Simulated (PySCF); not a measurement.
Compound: C2F4O.
Bonds: O1–C2 (double), C2–F3, C2–C4, C4–F5, C4–F6, C4–F7.

Method: PySCF 2.14.0, PBE0-D3(BJ)/def2-SVP geometry optimisation, gas phase; density fitting, grid level 1; the optimiser is geomeTRIC in internal coordinates, started from a GFN2-xTB structure with every atom displaced at random (about 0.01 Å).

At the end of the run (lengths in Å): C4–F7 1.317, C2–C4 1.537, C4–F6 1.328, O1=C2 1.175, C2–F3 1.323, C4–F5 1.327, F3–C2–C4 109.6°, C2–C4–F5 109.8°, O1–C2–C4 126.3°, O1–C2–F3 124.1°, O1–C2–C4–F5 -123°.

Question: These geometries were met on the way; a selection of coordinates is given. Order them by energy above the end point, lowest first.
A. C4–F7 1.321, C2–C4 1.558, C4–F6 1.314, O1=C2 1.177, C2–F3 1.316, C4–F5 1.331, F3–C2–C4 113.3°, C2–C4–F5 108.5°, O1–C2–C4 125.2°, O1–C2–F3 121.5°, O1–C2–C4–F5 -121°
B. C4–F7 1.339, C2–C4 1.518, C4–F6 1.347, O1=C2 1.160, C2–F3 1.325, C4–F5 1.330, F3–C2–C4 109.0°, C2–C4–F5 113.1°, O1–C2–C4 129.1°, O1–C2–F3 121.9°, O1–C2–C4–F5 -120°
C. C4–F7 1.319, C2–C4 1.535, C4–F6 1.326, O1=C2 1.175, C2–F3 1.320, C4–F5 1.331, F3–C2–C4 109.6°, C2–C4–F5 109.3°, O1–C2–C4 126.4°, O1–C2–F3 124.0°, O1–C2–C4–F5 -124°

Answer: C (0.002 eV), A (0.047 eV), B (0.092 eV).

```json
{"step": "4", "E above end (eV)": "0.002", "rms distance from the end, all atoms (Å)": "0.007", "largest force (eV/Å)": "0.182", "rms shift of all bonds from the end (Å)": "0.002"}
{"step": "2", "E above end (eV)": "0.047", "rms distance from the end, all atoms (Å)": "0.050", "largest force (eV/Å)": "0.811", "rms shift of all bonds from the end (Å)": "0.011"}
{"step": "0", "E above end (eV)": "0.092", "rms distance from the end, all atoms (Å)": "0.031", "largest force (eV/Å)": "2.671", "rms shift of all bonds from the end (Å)": "0.016"}
```

Rows stand in the order of the answer.
